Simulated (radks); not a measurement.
The molybdenum ion Mo5+ is in [Kr] 4d1. All-electron calculation, scalar-relativistic Kohn-Sham, r2SCAN, spin-polarised, spherical densities, finite nucleus; meta-GGA in the generalised Kohn-Sham scheme; Fermi nuclear charge, rms radius of each element as measured or else 0.836 A^(1/3) + 0.57 fm. Program: a radial shooting solver on a logarithmic mesh with Libxc functionals. Open shells are filled with parallel spins first. One electron is removed from 4p, 4d, 4s, 3d in turn, with full relaxation. Which removal costs least, and what does each cost?

Answer. 4d 68.161 eV; 4p 109.23 eV; 4s 137.68 eV; 3d 309.78 eV. The 4d electron leaves first.
